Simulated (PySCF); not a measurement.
## Correlation energy of Ga (gallium, neutral)

[Ar] 3d10 4s2 4d1, 2D determinant (an excited configuration). Computed with PySCF 2.14 in dyall-av2z (16s12p8d, 92 functions), with no relativity, point nucleus. Frozen: [Ar] 3d10; 3 electrons correlated; the 34 highest virtual orbitals of each spin left out.

| level | correlation energy (mhartree) |
| --- | --- |
| CCSD | -53.42 |
| (T) | -3.39 |
| CCSD(T) | -56.81 |

Diagnostics: T1 = 0.030, D1 = 0.0706, largest double amplitude 0.308.

The outer electron is Rydberg-like, and this basis confines it to a smaller radius and binds it less than a complete one would. T1 exceeds 0.03, a sign that the reference determinant is poor. A double-excitation amplitude exceeds 0.15, a sign of near-degeneracy.

Cost of the coupled-cluster step: roughly 3 core-seconds, for 3 correlated electrons.
